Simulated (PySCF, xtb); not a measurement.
FH4N2OTa, SMILES [NH2][Ta]([NH2])(=[O])[F], multiplicity 1. Other conformers were not sampled.

Harmonic wavenumbers (cm⁻¹) from GFN2-xTB (xtb) at its own minimum, in rising order: 122, 124, 139, 170, 176, 226, 291, 362, 462, 485, 498, 514, 565, 582, 780, 1520, 1521, 3378, 3379, 3418, 3419.

Question: What does PBE-D3(BJ)/def2-SVP (PySCF 2.14.0) give at its own minimum? (Estimate from the structure and the level; the computed values follow.)

Answer: 163, 168, 177, 197, 198, 291, 395, 458, 495, 552, 575, 649, 660, 669, 965, 1463, 1466, 3464, 3467, 3559, 3559. Paired by order, the mean absolute difference is 80 cm⁻¹ and the zero-point energies are 31.6 and 33.7 kcal/mol.
